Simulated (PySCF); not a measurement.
How methods differ on the ionisation energy of Fe

Fe [Ar] 3d6 4s2 (5D) → Fe⁺ [Ar] 3d6 4s1 (6D), as a difference of total energies. Computed with PySCF 2.14 in x2c-SVPall, with scalar relativity by spin-free X2C-1e. Correlated levels: valence: [Ar] frozen. The calculations carry no spin-orbit coupling.

| method | ionisation energy (eV) | error (eV) |
| --- | --- | --- |
| UHF | 6.434 | -1.470 |
| PBE0 | 7.699 | -0.205 |
| TPSS | 7.710 | -0.194 |
| MP2 (valence) | 7.221 | -0.683 |
| SCS-MP2 (valence) | 7.342 | -0.562 |

Reference: 7.904 eV (measured; NIST levels, between the centres of gravity of the two terms).

Errors of the correlated levels include the incompleteness of this basis and the frozen core.

MP2 underrates the near-degeneracy of ns² with np² in the lower species.
